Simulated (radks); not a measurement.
Q: Neutral osmium, configuration [Xe] 4f14 5d6 6s2. All-electron calculation, scalar-relativistic Kohn-Sham, LDA (Slater exchange, Perdew-Wang correlation), spin-polarised, spherical densities, finite nucleus; open shells are filled with parallel spins first (spin-orbit coupling, left out, can overturn this in heavy ions); Fermi nuclear charge, rms radius 5.4126 fm. Program: a radial shooting solver on a logarithmic mesh with Libxc functionals. Some entries of the table are withheld. Estimate them.

| orbital | occ. | eigenvalue (Ry) | <r> (bohr) |
|---|---|---|---|
| 1s up | 1 | -5423.085 | 0.01775 |
| 1s down | 1 | -5423.085 | 0.01775 |
| 2s up | 1 | -944.6413 | 0.07495 |
| 2s down | 1 | -944.6262 | 0.07495 |
| 2p up | 3 | -823.1432 | 0.06729 |
| 2p down | 3 | -823.1305 | 0.06729 |
| 3s up | 1 | -219.7906 | 0.1941 |
| 3s down | 1 | -219.7834 | 0.1941 |
| 3p up | 3 | -184.0991 | 0.1947 |
| 3p down | 3 | -184.0914 | 0.1947 |
| 3d up | 5 | -144.0782 | 0.1763 |
| 3d down | 5 | -144.0669 | 0.1763 |
| 4s up | 1 | -46.32385 | 0.4321 |
| 4s down | 1 | -46.30830 | 0.4321 |
| 4p up | 3 | -34.60703 | 0.4597 |
| 4p down | 3 | -34.59134 | 0.4597 |
| 4d up | 5 | -20.03783 | 0.4894 |
| 4d down | 5 | -20.01892 | 0.4891 |
| 5s up | 1 | -6.78820 | 1.007 |
| 5s down | 1 | -6.66831 | 1.003 |
| 4f up | 7 | -3.84250 | (1) |
| 4f down | 7 | -3.81151 | (2) |
| 5p up | 3 | -3.80817 | 1.172 |
| 5p down | 3 | -3.66036 | 1.166 |
| 5d up | 5 | -0.53795 | 1.793 |
| 6s up | 1 | -0.50465 | 2.904 |
| 6s down | 1 | -0.41859 | 3.069 |
| 5d down | 1 | -0.38089 | 1.868 |

A: 
(1) 4f up <r> (bohr): 0.5578
(2) 4f down <r> (bohr): 0.5553
